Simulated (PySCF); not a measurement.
Ga(F)2(OMe) (CH3F2GaO), SMILES C[O][Ga]([F])[F].

Coordinates come from a r2SCAN-D4/def2-SVP optimisation. The structure was generated by enumeration; whether it is a known compound was not checked. One conformer was computed; it need not be the lowest.

Level of theory: TDA-PBE/def2-SVPD (PySCF).

Vertical excitations. 

Computed lowest excited states:
```csv
state,energy (eV),λ (nm),f,main pairs
S1,4.51,275,0.011,HOMO→LUMO 100 %
S2,5.16,240,0.026,HOMO−1→LUMO 91 %
S3,6.49,191,0.006,HOMO−1→LUMO+1 99 %
S4,6.51,190,0.072,HOMO→LUMO+1 75 %
S5,6.64,187,0.020,HOMO−2→LUMO 94 %
S6,6.74,184,0.000,HOMO−3→LUMO 100 %
S7,6.91,179,0.095,HOMO−4→LUMO 87 %
S8,7.28,170,0.049,HOMO−5→LUMO 98 %
S9,7.39,168,0.018,HOMO→LUMO+2 99 %
S10,7.89,157,0.019,HOMO−1→LUMO+2 97 %
T1,4.17,297,0,HOMO→LUMO 100 %
T2,4.64,267,0,HOMO−1→LUMO 99 %
T3,5.61,221,0,HOMO→LUMO+1 99 %
T4,6.26,198,0,HOMO−1→LUMO+1 99 %
```
Triplets are in the Tamm–Dancoff approximation.
